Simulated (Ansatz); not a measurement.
# Reading a saddle point

A first-order saddle point of GeH$_{4}$I, doublet, PBE0-D4/def2-TZVP, with one imaginary mode of 365i cm⁻¹:

I1  (-1.319, -0.850, -0.312)
Ge2  (0.720, 0.648, 0.156)
H3  (-2.647, -2.535, -0.564)
H4  (1.252, 1.133, -1.197)
H5  (0.242, 1.817, 1.026)
H6  (1.752, -0.213, 0.890)
(Å)

Computed with Ansatz 0.2.0 (basis: def2-TZVPP and def2-QZVPP); correlated methods freeze the cores; orbitals are unrestricted. Filled d shells of the heavier atoms are correlated. Core potentials replace the inner electrons of the atoms past krypton. The def2 sets are not built for correlating such inner shells, so the correlated values are less sure here. Extrapolation: Hartree–Fock as exp(−7.88 √X), correlation as X^−2.97.

(1) Which contacts change along the imaginary mode, and what lies on either side? (Judge from chemistry; the calculation decides.)

(2) Which side is lower, and how far does the saddle lie above each? (To be estimated.)

T1 diagnostic: at most 0.013. ⟨S²⟩ of the unrestricted Hartree–Fock references: 0.75 to 0.78 (a pure state has 0.75).

Answers

(1) Computed: The step is GeH₃I ([GeH3][I]) + H → GeH₃ + HI, with the molecules in contact on both sides. Shortening one way: I1–H3; lengthening the same way: I1–Ge2.
```tsv
pair	one side (Å)	saddle (Å)	other side (Å)
I1–H3	3.67	2.16	1.62
I1–Ge2	2.51	2.57	3.55
```

(2) Computed: The side with I1–H3 short is lower by 4.77 kcal/mol; the saddle lies 7.63 kcal/mol above it and 2.86 kcal/mol above the other (CCSD(T) at an estimated basis limit (MP2 extrapolated from triple and quadruple zeta, plus CCSD(T) − MP2 in triple zeta); electronic energies).

Radical steps of this kind take place in plasma deposition and etching.

Labels in which every atom is bracketed show which atoms are joined, not bond orders.

For scale, one of the runs: CCSD(T)/def2-TZVPP, 154 basis functions (an equivalent command: `ansatz run in.yaml --threads 4`). Time: 95 s of wall clock on 4 CPU threads; the host was shared. Peak host memory: 3.1 GiB.
